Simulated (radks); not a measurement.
The table gives one normalised radial function P(r) = r R(r) of Pm53+ in [He] 2s2 2p4 (r in bohr). Method: scalar-relativistic Kohn-Sham, exchange-only LDA, spin-polarised, spherical densities, point nucleus; open shells are filled with parallel spins first (spin-orbit coupling, left out, can overturn this in heavy ions); computed with a radial shooting solver on a logarithmic mesh with Libxc functionals.

r	P
0.002346	0.0428
0.003104	0.0692
0.00414	0.1133
0.005477	0.1819
0.007306	0.2933
0.009744	0.4665
0.01289	0.7182
0.0172	1.0880
0.02293	1.5839
0.03035	2.1673
0.04047	2.7873
0.05355	3.2479
0.07142	3.3544
0.09526	2.9289
0.126	2.0743
0.1681	1.0875
0.2242	0.3850
0.2967	0.0851

Which n and l does it have? It may be an empty orbital.

Answer. n = 2, l = 1: the number of nodes gives n - l - 1 = 0, the rise at small r (about r^(l+1), flatter next to the nucleus through relativity) gives l, and the extent must fit the shell. The curve is that of 2p up; the table hardly tells the two spins apart. 2p up: eigenvalue -10739.5 eV, 0 radial nodes, <r> = 0.0839 bohr, 90 % of the charge inside 0.136 bohr.
